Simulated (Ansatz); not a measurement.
CH4BNO (`OC1BN1`). The species carries charge 0 and has multiplicity 1.

```xyz
8

O    -0.539   -0.071    1.473
C    -0.409   -0.301    0.102
B     1.005   -0.522   -0.498
N     0.363    0.652   -0.673
H    -1.359    0.405    1.635
H    -1.331   -0.657   -0.360
H     2.008   -1.112   -0.708
H     0.262    1.607   -0.971
```

Question: List the harmonic frequencies (cm⁻¹, unscaled) at PBE0-D4/def2-TZVP in Ansatz. (An estimate is asked.)

Answer: The calculation gave: 310, 323, 450, 538, 769, 814, 906, 966, 1012, 1063, 1170, 1309, 1394, 1498, 2750, 3089, 3643, 3838.

Question: Is this a minimum?

Answer: Yes, all 18 modes are real.

Question: Give the ideal-gas thermochemistry at 298.15 K and 1 bar (rigid rotor, harmonic oscillator; point group C1, symmetry number 1).

Answer: Zero-point energy 154.6 kJ/mol; H(298) − E = 168.8 kJ/mol; entropy 277.7 J/(mol·K), of which translation 159.2, rotation 97.7, vibration 20.8; G(298) − E = 86.0 kJ/mol.

Question: And at 400, 500, 600, 800 and 1000 K?

Answer: 
```csv
T (K),H − E (kJ/mol),S (J/mol/K),G − E (kJ/mol)
400,177.0,301.3,56.5
500,186.6,322.8,25.2
600,197.5,342.5,-8.0
800,221.8,377.5,-80.1
1000,248.8,407.5,-158.7
```
